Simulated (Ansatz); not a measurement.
`BBr` + `OBF` → `BOBF` + HBr at 298.15 K and 1 bar (ligand exchange at a B–Br bond).

Calculated with Ansatz (gas phase, PBE0-D4/def2-TZVP geometries, no zero-point term in ΔE). CCSD(T)/CBS is the MP2 limit (def2-TZVPP, def2-QZVPP) plus CCSD(T) − MP2 in def2-TZVPP, frozen cores. This one scheme is used for every species. For Br outer-core shells are correlated without core-valence functions, which leaves a few kJ/mol of doubt a bond. Scalar relativity is left out up to krypton. Each species was taken in one conformer, which may not be the lowest.

```json
{"species": "`BBr`", "CCSD(T)/CBS energy (Eh)": "-2599.32470", "H − E (kJ/mol)": "64.6", "S (J/(mol·K))": "245.8"}
{"species": "`OBF`", "CCSD(T)/CBS energy (Eh)": "-201.07426", "H − E (kJ/mol)": "91.0", "S (J/(mol·K))": "252.9"}
{"species": "`BOBF`", "CCSD(T)/CBS energy (Eh)": "-226.48924", "H − E (kJ/mol)": "124.6", "S (J/(mol·K))": "290.2"}
{"species": "HBr", "CCSD(T)/CBS energy (Eh)": "-2573.91920", "H − E (kJ/mol)": "24.6", "S (J/(mol·K))": "198.6"}
```

H − E and S are ideal-gas, rigid-rotor, harmonic terms from PBE0-D4/def2-TZVP, for one conformer and one mirror image of each species. 1 Eh = 2625.50 kJ/mol, R = 8.31446 J/(mol·K).

Question: By hand: ΔE, ΔH, ΔS and ΔG.

Answer: ΔE = (-226.48924) + (-2573.91920) − (-2599.32470) − (-201.07426) = -0.00948 Eh = -24.9 kJ/mol. Δ(H − E) = 124.6 + 24.6 − 64.6 − 91.0 = -6.4, so ΔH = -31.3 kJ/mol. ΔS = 290.2 + 198.6 − 245.8 − 252.9 = -9.9 J/(mol·K). ΔG = -31.3 − 298.15 × (-9.9)/1000 = -28.3 kJ/mol.

Question: By hand: the equilibrium constant, and the temperature at which ΔG would vanish if ΔH and ΔS stayed fixed.

Answer: log₁₀ K = −ΔG/(RT ln 10) = 5.0. ΔG = 0 at ΔH/ΔS = 3162 K, far beyond where these terms or the molecules hold.

The number of gas molecules stays the same, so ΔS is small and ΔH decides. A doubt of 5 kJ/mol in ΔE shifts log₁₀ K by 0.9 here. Other conformers and mirror images would add mixing entropy, several J/(mol·K) or more a flexible species. These are equilibria of isolated gas molecules and say nothing of rates. Largest T1 diagnostic: 0.013 (customary marks: 0.02 for closed shells, 0.045 for open ones).
